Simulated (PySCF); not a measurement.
Compound: C3H6F3NSi.
Cartesian coordinates in Å at the GFN2-xTB level; atoms count from 1:
```
atom  x, y, z in Å
C1    -1.5773   -1.1544   -0.1932
C2    -0.6808   -0.2371    0.1349
C3    -1.1275    1.1615    0.4213
F4    -0.7965    1.5293    1.6899
F5    -0.4893    2.0582   -0.3842
Si6    1.1730   -0.5653    0.3097
N7     1.9486    0.2531   -0.9741
F8     1.4027   -2.1326    0.0111
H9    -2.6325   -0.9367   -0.2744
H10   -1.2778   -2.1676   -0.3955
H11   -2.2100    1.3230    0.3005
H12    1.6189   -0.3929    1.6852
H13    1.7414    1.2215   -1.1542
H14    2.9065    0.0396   -1.1991
```

Computed with TDDFT B3LYP/def2-SVPD, vertical, gas phase, core orbitals frozen in the response in PySCF.

Computed states:

```json
{"state": "S1", "E (eV)": "5.46", "f": "0.0019"}
{"state": "S2", "E (eV)": "6.56", "f": "0.0090"}
{"state": "S3", "E (eV)": "6.90", "f": "0.012"}
{"state": "S4", "E (eV)": "7.00", "f": "0.039"}
{"state": "S5", "E (eV)": "7.31", "f": "0.351"}
{"state": "S6", "E (eV)": "7.60", "f": "0.025"}
{"state": "S7", "E (eV)": "7.73", "f": "0.0037"}
{"state": "S8", "E (eV)": "8.03", "f": "0.019"}
```

Each state is given a Gaussian of 0.5 eV full width at half maximum, with ε(max) = 2.175×10⁸ f / Δν̃ (Δν̃ the width in cm⁻¹). The width is an assumption, not a result. The curve ends short of the highest state used, and states not computed would add to its high-energy end.

**Question.** Give the broadened spectrum and its maxima.

**Answer.** 
```json
{"λ (nm)": "166.9", "ε (L mol⁻¹ cm⁻¹)": "17361"}
{"λ (nm)": "168.6", "ε (L mol⁻¹ cm⁻¹)": "19762"}
{"λ (nm)": "170.4", "ε (L mol⁻¹ cm⁻¹)": "20211"}
{"λ (nm)": "172.1", "ε (L mol⁻¹ cm⁻¹)": "18676"}
{"λ (nm)": "173.9", "ε (L mol⁻¹ cm⁻¹)": "15644"}
{"λ (nm)": "175.6", "ε (L mol⁻¹ cm⁻¹)": "12295"}
{"λ (nm)": "177.4", "ε (L mol⁻¹ cm⁻¹)": "8981"}
{"λ (nm)": "179.1", "ε (L mol⁻¹ cm⁻¹)": "6432"}
{"λ (nm)": "180.9", "ε (L mol⁻¹ cm⁻¹)": "4427"}
{"λ (nm)": "182.6", "ε (L mol⁻¹ cm⁻¹)": "3101"}
{"λ (nm)": "184.4", "ε (L mol⁻¹ cm⁻¹)": "2151"}
{"λ (nm)": "186.1", "ε (L mol⁻¹ cm⁻¹)": "1555"}
{"λ (nm)": "187.9", "ε (L mol⁻¹ cm⁻¹)": "1133"}
{"λ (nm)": "189.6", "ε (L mol⁻¹ cm⁻¹)": "860"}
{"λ (nm)": "191.4", "ε (L mol⁻¹ cm⁻¹)": "648"}
{"λ (nm)": "193.1", "ε (L mol⁻¹ cm⁻¹)": "494"}
{"λ (nm)": "194.9", "ε (L mol⁻¹ cm⁻¹)": "361"}
{"λ (nm)": "196.6", "ε (L mol⁻¹ cm⁻¹)": "260"}
{"λ (nm)": "198.4", "ε (L mol⁻¹ cm⁻¹)": "175"}
{"λ (nm)": "200.1", "ε (L mol⁻¹ cm⁻¹)": "115"}
{"λ (nm)": "201.8", "ε (L mol⁻¹ cm⁻¹)": "73"}
{"λ (nm)": "203.6", "ε (L mol⁻¹ cm⁻¹)": "43"}
{"λ (nm)": "205.3", "ε (L mol⁻¹ cm⁻¹)": "26"}
{"λ (nm)": "207.1", "ε (L mol⁻¹ cm⁻¹)": "17"}
{"λ (nm)": "208.8", "ε (L mol⁻¹ cm⁻¹)": "15"}
{"λ (nm)": "210.6", "ε (L mol⁻¹ cm⁻¹)": "17"}
{"λ (nm)": "212.3", "ε (L mol⁻¹ cm⁻¹)": "22"}
{"λ (nm)": "214.1", "ε (L mol⁻¹ cm⁻¹)": "31"}
{"λ (nm)": "215.8", "ε (L mol⁻¹ cm⁻¹)": "42"}
{"λ (nm)": "217.6", "ε (L mol⁻¹ cm⁻¹)": "55"}
{"λ (nm)": "219.3", "ε (L mol⁻¹ cm⁻¹)": "67"}
{"λ (nm)": "221.1", "ε (L mol⁻¹ cm⁻¹)": "80"}
{"λ (nm)": "222.8", "ε (L mol⁻¹ cm⁻¹)": "90"}
{"λ (nm)": "224.6", "ε (L mol⁻¹ cm⁻¹)": "97"}
{"λ (nm)": "226.3", "ε (L mol⁻¹ cm⁻¹)": "100"}
{"λ (nm)": "228.1", "ε (L mol⁻¹ cm⁻¹)": "99"}
{"λ (nm)": "229.8", "ε (L mol⁻¹ cm⁻¹)": "95"}
{"λ (nm)": "231.6", "ε (L mol⁻¹ cm⁻¹)": "88"}
{"λ (nm)": "233.3", "ε (L mol⁻¹ cm⁻¹)": "78"}
{"λ (nm)": "235.1", "ε (L mol⁻¹ cm⁻¹)": "67"}
{"λ (nm)": "236.8", "ε (L mol⁻¹ cm⁻¹)": "56"}
{"λ (nm)": "238.5", "ε (L mol⁻¹ cm⁻¹)": "46"}
{"λ (nm)": "240.3", "ε (L mol⁻¹ cm⁻¹)": "36"}
{"λ (nm)": "242.0", "ε (L mol⁻¹ cm⁻¹)": "28"}
{"λ (nm)": "243.8", "ε (L mol⁻¹ cm⁻¹)": "20"}
{"λ (nm)": "245.5", "ε (L mol⁻¹ cm⁻¹)": "15"}
{"λ (nm)": "247.3", "ε (L mol⁻¹ cm⁻¹)": "11"}
{"λ (nm)": "249.0", "ε (L mol⁻¹ cm⁻¹)": "7"}
{"λ (nm)": "250.8", "ε (L mol⁻¹ cm⁻¹)": "5"}
{"λ (nm)": "252.5", "ε (L mol⁻¹ cm⁻¹)": "3"}
{"λ (nm)": "254.3", "ε (L mol⁻¹ cm⁻¹)": "2"}
{"λ (nm)": "256.0", "ε (L mol⁻¹ cm⁻¹)": "1"}
{"λ (nm)": "257.8", "ε (L mol⁻¹ cm⁻¹)": "1"}
{"λ (nm)": "259.5", "ε (L mol⁻¹ cm⁻¹)": "1"}
{"λ (nm)": "261.3", "ε (L mol⁻¹ cm⁻¹)": "0"}
{"λ (nm)": "263.0", "ε (L mol⁻¹ cm⁻¹)": "0"}
```

Maxima: 227 nm (5.46 eV), ε about 100, made up of S1 (100%); 170 nm (7.30 eV), ε about 20000, made up of S5 (93%) (ε in L mol⁻¹ cm⁻¹; maxima over ε = 5, shares over 10%).

**Question.** What would ε be at 7.30 eV, the highest of these maxima, with half the width (0.25 eV)?

**Answer.** About 37900 L mol⁻¹ cm⁻¹ against 20300, a factor of about 1.9; a lone state at its own centre would give exactly 2.

**Question.** On this curve, what absorbance would a 10⁻⁵ mol/L sample give at 222 nm over a 1 cm path?

**Answer.** 222 nm is 5.585 eV, where ε is about 85 L mol⁻¹ cm⁻¹, so A = ε c l ≈ 0.00085 (Beer–Lambert, with the gas-phase spectrum and the assumed width).

The run took 82 s wall on one thread, Arm Neoverse N1 (aarch64) (shared host), and the process peaked at 0.86 GiB of memory.

One conformer stands for the species.
